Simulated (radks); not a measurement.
Nb, configuration [Ar] 3d10 4s2 4p4 4d4 5s1 5p2 (not the ground configuration). Method: Dirac Kohn-Sham, PBE, spin-unpolarised, spherical densities, point nucleus; open shells fill j = l - 1/2 first; computed with a radial shooting solver on a logarithmic mesh with Libxc functionals.

X-ray form factor f0, the Fourier transform of the density (f0(0) = 41):

sin(theta)/lambda (1/angstrom)  f0 (electrons)
0.05                                    39.690
0.1                                     36.923
0.15                                    34.148
0.2                                     31.717
0.25                                    29.544
0.3                                     27.564
0.4                                     24.147
0.5                                     21.420
0.6                                     19.198
0.8                                     15.519
1                                       12.418
1.25                                     9.453
1.5                                      7.542
2                                        5.690
